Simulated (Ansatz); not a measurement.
Geometry optimisation, RKS PBE/def2-SVP (Ansatz).

The input (input.yaml):

```yaml
crystal:
  periodic: [false, false, false]
  atoms:
    - { symbol: Ge, position_ang: [0.0, 0.0, 0.0] }
    - { symbol: O, position_ang: [0.0, 0.0, 1.77] }
    - { symbol: H, position_ang: [-0.9095, -0.2814, 2.1071] }
    - { symbol: Cl, position_ang: [2.0935, 0.0, -0.7393] }
    - { symbol: H, position_ang: [-0.73, 1.2648, -0.5162] }
    - { symbol: H, position_ang: [-0.73, -1.2648, -0.5162] }
basis:
  gaussian: { orbitals: def2-SVP }
hamiltonian:
  xc: pbe
relax:
  f_tol: 0.02
  max_steps: 40
```

Launched with:

```bash
$ ansatz run input.yaml --threads 1 --pin off --max-ram 2048MiB --backend cpu --events-out ev --progress --plain --runs-dir out
```

Q: Where does it end, and by what steps?

A: The forces met the threshold. After 12 steps the energy has fallen by 0.223 eV; H3 moved furthest, 0.78 Å.

```csv
step,energy less start (eV),largest force component (eV/Å),accepted
0,0.0000,1.354,yes
1,-0.0707,0.862,yes
2,-0.0971,0.486,yes
3,-0.1274,0.321,yes
4,-0.0008,2.713,no
5,-0.1519,0.274,yes
6,-0.1753,0.263,yes
7,-0.2046,0.238,yes
8,-0.2040,0.245,no
9,-0.2178,0.129,yes
10,-0.2211,0.130,yes
11,-0.2232,0.021,yes
12,-0.2233,0.005,yes
```

```xyz
6
Properties=species:S:1:pos:R:3
Ge -0.158 0.052 -0.059
O -0.463 0.236 1.694
H -0.181 -0.554 2.192
Cl 1.986 -0.165 -0.420
H -0.638 1.380 -0.675
H -0.822 -1.230 -0.626
```

Whether the end is a true minimum wasn't checked by a vibrational analysis.

Time of the run: 31 s on 1 thread of Arm Neoverse V1, with other jobs on the host, peak memory 0.14 GiB.
